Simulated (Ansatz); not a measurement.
Worked example: vertical ionisation energy of SnCl2 (SMILES [Cl][Sn][Cl])

SnCl2: 3 atoms, total charge 0, spin state singlet. As SMILES, `[Cl][Sn][Cl]`. Geometry: a GFN2-xTB relaxation, a rough one for these elements and not checked as a minimum.

```tsv
atom	x (Å)	y (Å)	z (Å)
Sn	0.0049	-0.0072	-1.0237
Cl	1.8126	-0.0190	0.5210
Cl	-1.8175	0.0262	0.5027
```

Both states at this one shape; open shells run unrestricted unless said. 1 Eh = 27.2114 eV.

| level | program | singlet SnCl2 (Eh) | doublet [SnCl2]+ (Eh) |
| --- | --- | --- | --- |
| revPBE/def2-SVP (core potential) | Ansatz | -1134.396479 | -1134.038398 |
| PBE0/def2-SVP (core potential) | Ansatz | -1134.221419 | -1133.852495 |
| MP2/def2-SVP (core potential), 14 core orbitals frozen | Ansatz | -1132.515184 | -1132.155854 |
| CCSD(T)/def2-SVP (core potential), 14 core orbitals frozen | Ansatz | -1132.557168 | -1132.201595 |

Work out the vertical ionisation energy at each level.


1. revPBE/def2-SVP (core potential): -1134.038398 − (-1134.396479) = 0.358081 Eh = 9.74 eV.
2. PBE0/def2-SVP (core potential): -1133.852495 − (-1134.221419) = 0.368924 Eh = 10.04 eV.
3. MP2/def2-SVP (core potential): -1132.155854 − (-1132.515184) = 0.359330 Eh = 9.78 eV.
4. CCSD(T)/def2-SVP (core potential): -1132.201595 − (-1132.557168) = 0.355573 Eh = 9.68 eV.

No measured value is set beside it here; the levels span 9.68 to 10.04 eV. Spin-orbit coupling, which splits open shells on such heavy atoms by tenths of an eV, is left out.
